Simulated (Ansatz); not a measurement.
The cluster Ca4O3⁺. Charge 1, multiplicity 2. Geometry PBE0-D4/def2-SVP; atoms count from 1.

```xyz
7

Ca   -1.1870   -1.3994   -2.1709
Ca    1.5539    1.7994    2.7719
Ca    0.0086    1.7469   -0.6516
Ca    0.2807   -1.3883    1.2275
O    -0.7874    0.6002   -2.0372
O     0.6796    0.7967    1.2426
O    -0.5484   -2.1554   -0.3823
```

Another isomer (doublet) lies 1.68 eV lower at PBE0-D4/def2-TZVP; other spin states weren't run for this one.

(1) Estimate the Mulliken populations from the PBE0/def2-TZVP orbitals of Ansatz.

(2) Where does the spin sit?

(3) And the Mayer bond orders between heavy atoms (over 0.3)?

Results:

(1) 
```csv
atom,charge (e),spin (α − β)
Ca1,1.25,0.00
Ca2,0.73,0.90
Ca3,1.22,0.06
Ca4,1.22,0.06
O5,-1.08,0.00
O6,-1.25,-0.03
O7,-1.08,0.00
```
Mulliken values depend strongly on the basis.

(2) Summed by element: Ca 1.03, O -0.03, of 1 unpaired in all. Largest on single atoms: Ca2 0.90, Ca3 0.06, Ca4 0.06.

(3) Ca1–O5 0.64 (2.04 Å); Ca1–O7 0.63 (2.04 Å); Ca2–O6 0.65 (2.03 Å); Ca3–O5 0.90 (1.97 Å); Ca4–O7 0.90 (1.97 Å).
